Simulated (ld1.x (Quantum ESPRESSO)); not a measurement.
# Before and after: TM potential for tin

ld1.x (Quantum ESPRESSO) 7.5 input, shortened:

```
&input
   title='Sn', zed=50., rel=1, dft='PZ', iswitch=3,
   config='[Kr] 4d10 5s2 5p2'
 /
 &inputp
   pseudotype=2, tm=.true., lloc=-2, rcloc=1.25,
   nlcc=.true.
 /
3
5S  1  0   2.00   0.00  1.50  1.50  0.0
5P  2  1   2.00   0.00  1.85  1.85  0.0
4D  3  2  10.00   0.00  1.60  1.60  0.0
 &test
   configts(1)='4d10 5s2 5p2'
 /
```

Change: wave 4d (bound): rc 1.60 bohr becomes 4d (bound): rc 2.08 bohr.

Cutoffs: the cutoffs (Ry, on a coarse ladder) from which the occupation-weighted sum of valence levels, in a spherical-Bessel basis at the reference potential, stays within 10 and 1 mRy of its value at 400 Ry; they do not see the model core or the augmentation charge, which bear on the density cutoff. Errors are all-electron minus pseudo energies relative to the spin-unpolarised reference configuration.

Task: How do hardness, ghosts and transferability respond?

Result: The potential gets softer (90 Ry and 160 Ry → 70 Ry and 140 Ry); both files keep a bound ghost (s); of the 9 tests that both files solve, the error grows in 1 and shrinks in 2 by more than 15 % and 0.3 meV (median size 14.1 → 13.7 meV). A larger radius leaves more room for a smooth pseudo-wave, so fewer plane waves are needed.

| quantity | base | changed |
| --- | --- | --- |
| cutoff, loose | 90 Ry | 70 Ry |
| cutoff, tight | 160 Ry | 140 Ry |
| loose cutoff by channel (10 mRy a level) | s 35 Ry, p 10 Ry, d 70 Ry | s 35 Ry, p 10 Ry, d 50 Ry |
| bound ghosts | s | s |
| error for 4d10 5s2 5p1, meV [ΔE 7.10 eV] | +1.6 | +1.7 |
| error for 4d10 5s2 5p0, meV [ΔE 21.36 eV] | -14 | -14 |
| error for 4d10 5s1 5p0, meV [ΔE 52.81 eV] | -36 | -36 |
| error for 4d9 5s2 5p2, meV [ΔE 32.77 eV] | +229 | +302 |
| error for 4d10 5s1 5p3, meV [ΔE 7.07 eV] | +2.5 | +2.1 |
| error for 4d10 5s0 5p4, meV [ΔE 14.40 eV] | +21 | +20 |
| error for 4d10 5s0 5p0, meV [ΔE 94.37 eV] | -50 | -55 |
| error for 4d10 5s2 5p2 (spin-polarised), meV [ΔE -0.47 eV] | +0.9 | +0.6 |
| error for 4d10 5s2 5p1 (spin-polarised), meV [ΔE 6.95 eV] | -0.1 | -0.1 |

 A true bound ghost makes a file unfit for plane-wave use even where its test errors are small: the radial tests pick states by their node count and pass the ghost by.
